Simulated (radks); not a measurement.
The phosphorus ion P2+ inside a hard spherical wall (all orbitals vanish at R), configuration held at [Ne] 3s2 3p1 and not refilled when levels cross. Method: scalar-relativistic Kohn-Sham, r2SCAN, spin-polarised, spherical densities, finite nucleus; open shells are filled with parallel spins first; meta-GGA in the generalised Kohn-Sham scheme; Fermi nuclear charge, rms radius 3.1889 fm; computed with a radial shooting solver on a logarithmic mesh with Libxc functionals. Eigenvalues in eV for spin up, with the zero of energy where the potential of the charges vanishes at infinity; a dash marks a level that is unbound or too diffuse for the functional's potential to be trusted. A positive occupied level is held by the wall or, in an anion where self-interaction has pushed it up, behind a barrier. The pressure on the wall is -dE/dV.

R (bohr)	E (hartree)	kinetic (hartree)	e(2s)	e(2p)	e(3s)	e(3p)	e(3d, empty)	e(4s, empty)	pressure (GPa)
free	-340.97135	342.100	-202.04	-150.64	-35.157	-24.927	-11.524	-	0
20	-340.97135	342.100	-202.04	-150.64	-35.157	-24.927	-11.524	-	< 0.0001
15	-340.97135	342.100	-202.04	-150.64	-35.157	-24.927	-11.524	-	< 0.0001
12	-340.97135	342.100	-202.04	-150.64	-35.157	-24.927	-11.524	-	< 0.0001
3.5	-340.82255	343.036	-199.00	-147.59	-32.778	-21.591	-5.570	19.069	59.8
3	-340.55169	344.269	-195.85	-144.42	-29.348	-17.204	-0.084	41.464	226
2.5	-339.79181	347.055	-190.12	-138.65	-20.695	-6.961	10.801	85.598	923
1.5	-329.73587	374.362	-158.26	-105.58	81.130	95.051	90.128	423.22	30200
